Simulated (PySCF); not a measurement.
**Computed properties of fluoro(fluorosilyloxy)silane (F2H4OSi2), SMILES F[SiH2]O[SiH2]F**

fluoro(fluorosilyloxy)silane (F2H4OSi2), SMILES F[SiH2]O[SiH2]F. Coordinates come from a PBE0-D3(BJ)/def2-SVP optimisation. Other conformers were not sampled. All values are computed for the isolated molecule unless a solvent is named; none is compared with measurement here.

**Structure.** The optimised structure has C2 symmetry. All 21 harmonic modes at PBE0-D3(BJ)/def2-SVP (PySCF) are real, so it is a minimum. With heavy atoms numbered as in [SiH2:1]([F:2])[O:3][SiH2:4][F:5], the shortest bond between them is Si1–F2 at 1.619 Å and the longest Si1–O3 at 1.646 Å.

**Vibrations.** The strongest infrared lines (harmonic, unscaled, degenerate partners summed) lie at 935 cm⁻¹ (546 km/mol, H 76 %, Si 18 %), 1134 cm⁻¹ (502 km/mol, O 77 %, Si 18 %), 1001 cm⁻¹ (197 km/mol, H 60 %, Si 29 %, F 9 %). The softest mode is at 26 cm⁻¹ and the zero-point energy is 29.0 kcal/mol.

**Electronic structure.** M06-2X/def2-TZVP (PySCF) places the frontier levels at -10.73 and 1.03 eV, a gap of 11.76 eV, and gives a dipole moment of 1.79 D and a mean polarisability of 47.7 bohr³. PBE/def2-TZVP (PySCF) at the same geometry gives -7.87 and -0.65 eV, so its gap is 4.54 eV narrower. An orbital gap is neither the optical nor the fundamental gap.

**Excitations.** TDDFT-B3LYP/def2-SVPD (PySCF) has S1 at 7.96 eV (156 nm, f = 0.010, weak); the most intense of the 10 singlets computed lies at 9.23 eV (f = 0.10). T1 (TDA) is at 7.56 eV. TDDFT-PBE/def2-SVPD (PySCF) puts S1 at 7.27 eV. No vertical singlet excitation falls in the visible range (under 3.1 eV).

**NMR.** GIAO shifts at HF/pcSseg-1 (PySCF) (non-relativistic, atoms alike by connectivity averaged): ¹H at 4.7 ppm against TMS; ²⁹Si at -39.1 ppm against TMS; ¹⁹F at -132.8 ppm against CFCl3.
